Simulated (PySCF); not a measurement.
Polarisability and C₆ of Tl (thallium, neutral)

[Xe] 4f14 5d10 6s2 6p1, 2P determinant. All numbers are calculated (PySCF 2.14, scalar relativity through the core potential, in aug-cc-pwCVTZ-PP with ECP60MDF (8s7p6d4f1g, 96 functions)). Coupled (time-dependent) response in atomic units; α is the mean over directions.

```json
{"method": "revPBE", "mean α (bohr³)": "86.83", "α xx, yy, zz": "59.15, 142.2, 59.15", "C₆ (like pair)": "909.4", "S(−4)": "6462"}
```

S(−4) is the Cauchy moment in α(ω) = α(0) + S(−4) ω² + …

Reference α: 50 ± 2 bohr³ (recommended; Schwerdtfeger and Nagle, table of static dipole polarizabilities (2023 update)). Published C₆: 509.0 (Gould and Bucko (2016)).

Spin-orbit coupling is absent.

α(iu) at revPBE:

```json
{"u (hartree)": "0", "α(iu) (bohr³)": "86.83"}
{"u (hartree)": "0.0500", "α(iu) (bohr³)": "74.29"}
{"u (hartree)": "0.100", "α(iu) (bohr³)": "55.63"}
{"u (hartree)": "0.200", "α(iu) (bohr³)": "33.57"}
{"u (hartree)": "0.300", "α(iu) (bohr³)": "23.16"}
{"u (hartree)": "0.500", "α(iu) (bohr³)": "13.74"}
{"u (hartree)": "0.750", "α(iu) (bohr³)": "8.848"}
{"u (hartree)": "1.00", "α(iu) (bohr³)": "6.418"}
{"u (hartree)": "1.50", "α(iu) (bohr³)": "3.989"}
{"u (hartree)": "2.00", "α(iu) (bohr³)": "2.768"}
{"u (hartree)": "3.00", "α(iu) (bohr³)": "1.566"}
{"u (hartree)": "5.00", "α(iu) (bohr³)": "0.6940"}
```

A single London oscillator, α(iu) = α/(1 + u²/ω²), gives C₆ = (3/4) ω α². Matching the computed C₆ needs ω = 4 × 909.4 / (3 × 86.83²) = 0.161 hartree.

The components differ because the open shell of this determinant is not spherical; for a pure term their mean is the scalar polarisability.

Energies and moments cover only the electrons outside the core potential. Spin-orbit coupling, absent here, splits the open shell strongly.
